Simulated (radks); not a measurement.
The numbers below are computed, except where a source is named.
Polarisability of neutral copper, [Ar] 3d10 4s1, at imaginary frequency. Level of theory: scalar-relativistic Kohn-Sham, LDA (Slater exchange, Perdew-Wang correlation), spin-unpolarised, spherical densities, finite nucleus; Fermi nuclear charge, rms radius 3.8823 fm (a radial shooting solver on a logarithmic mesh with Libxc functionals). Response by self-consistent Sternheimer equations with the Hartree and adiabatic LDA kernel, the relativistic mass of each level held fixed and spin-orbit coupling left out.

w (hartree)  alpha1(iw) (bohr^3)  alpha2(iw) (bohr^5)
0.00266                    39.19                436.8
0.0143                     38.97                399.8
0.0360                     37.79                343.9
0.0697                     34.49                308.3
0.118                      28.51                269.1
0.186                      21.12                215.9
0.280                      14.44                155.9
0.413                      9.487                102.0
0.605                      6.130                61.41
0.892                      3.895                34.42
1.35                       2.387                17.90
2.12                       1.361                8.440
3.59                      0.6774                3.427
6.94                      0.2587                1.068
17.5                     0.05657               0.1897

Static values: alpha1 = 39.20 bohr^3 (5.809 angstrom^3; uncoupled 61.39), alpha2 = 438.7 bohr^5, alpha3 = 6532 bohr^7. C6 = 250.8, C8 = 12130, triple-dipole C9 = 6830 atomic units. One-pole (London) frequency 4 C6 / (3 alpha1^2) = 0.218 hartree, against 0.179 for minus the highest occupied eigenvalue. Recommended static value: 46.5 bohr^3 (Schwerdtfeger and Nagle, 2023 table).

Beside tabulated values, note that spin-unpolarised runs miss the spin-polarisation part of the exchange energy of open shells.
